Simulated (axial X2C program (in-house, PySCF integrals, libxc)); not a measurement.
**Potential curves of AsI, 2c**

Computed with an axial X2C code built on PySCF integrals. Two-component (2c) means X2C with spin–orbit coupling and atomic mean-field two-electron Coulomb and Gaunt terms. Basis: I dyall-cv3z [11s12p8d4f1g], As dyall-cv3z [9s9p6d4f1g] (cores contracted in-house); Gaussian nuclei, density fitting, unrestricted open shells. Masses: I 126.904 u, As 74.922 u.

State: Ω = 1 (⟨Sz⟩ = 1.00, ⟨Lz⟩ = 0.00 at PBE0). Energies in eV from the fragments at the same level (I + As). Fits are polynomials in 1 − R0/R over 0.85 to 1.23 times the lowest point R0.

```tsv
R (Å)	PBE0
2.1759	-1.2839
2.2759	-1.8246
2.3509	-2.0498
2.4260	-2.1623
2.5010	-2.1899
2.5885	-2.1442
2.6761	-2.0390
2.7886	-1.8478
2.9262	-1.5683
3.1262	-1.1454
3.4014	-0.6676
3.7515	-0.3109
```

The state is a single determinant with fixed occupations, the lowest that a limited PBE0 search found. De is counted from the lowest determinant-based energies of the atoms at the same level, without counterpoise correction. Density functionals use the spin component along the axis (collinear). Other states lie close and PBE0, whose exact exchange favours high spin, may order them wrongly; the determinant shown need not be the ground state. The nearest other 2c determinant of the search, Ω = 0, lies 0.60 eV up at the distance of the search. The functionals have no current-density term, which raises determinants with orbital currents, atoms included. With several unpaired electrons one determinant need not be a pure state. Open-shell Ω = 0 determinants with evenly filled partner blocks cannot be reached by this program, so the Ω shown need not be the lowest component. This is the Ω = 1 component of a π² triplet; the 0⁺ component is not one determinant and can lie lowest.

Problem. Fit the PBE0 curve near its minimum: give the equilibrium distance, the harmonic wavenumber and the well depth.

Solution. At PBE0, 2c: Re = 2.493 Å, ωe ≈ 257 cm⁻¹, De = 2.19 eV to I + As; Be follows as 0.0576 cm⁻¹.
